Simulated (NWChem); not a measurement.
Species: AgF; SMILES [F][Ag]

Program: NWChem. Coordinates come from a PBE0-D3(BJ)/def2-TZVP optimisation. def2 effective core potentials on Ag; no spin-orbit coupling.

Problem. Among these, which level gives the highest value of “highest occupied level (eV)”?
A. PBE/def2-QZVP
B. PBE/def2-SVP
C. PBE/def2-TZVP
D. PBE/def2-TZVPP

Solution. B, PBE/def2-SVP. Values: PBE/def2-QZVP -6.62; PBE/def2-TZVPP -6.54; PBE/def2-TZVP -6.52; PBE/def2-SVP -6.21
